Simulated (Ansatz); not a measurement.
The same ligand exchange along the group Mg, Zn, Cd.

Isolated molecules relaxed with PBE0-D4/def2-TZVP in Ansatz; ΔE leaves out vibrations. CBS: MP2 limit from def2 TZ/QZ plus the TZ coupled-cluster correction, frozen cores. This one scheme is used for every species. Functionals use def2-TZVPP. Elements past krypton have def2 core potentials. For Br, Cd, Mg, Zn outer-core shells are correlated without core-valence functions, which leaves a few kJ/mol of doubt a bond. Scalar relativity is left out up to krypton. One conformer a species, not always the lowest.

| reaction | CCSD(T)/CBS(def2) (kJ/mol) |
| --- | --- |
| `[NH2][Mg][NH2]` + HBr → `[NH2][Mg][Br]` + NH₃ | -156 |
| `[NH2][Zn][NH2]` + HBr → `[NH2][Zn][Br]` + NH₃ | -138 |
| `[NH2][Cd][NH2]` + HBr → `[NH2][Cd][Br]` + NH₃ | ? |

Problem. Fill in the missing values. (Best estimate.)

Solution. Ansatz gave: `[NH2][Cd][NH2]` + HBr → `[NH2][Cd][Br]` + NH₃: -159.5 kJ/mol.

Largest T1 diagnostic: 0.015, for `[NH2][Zn][NH2]`.
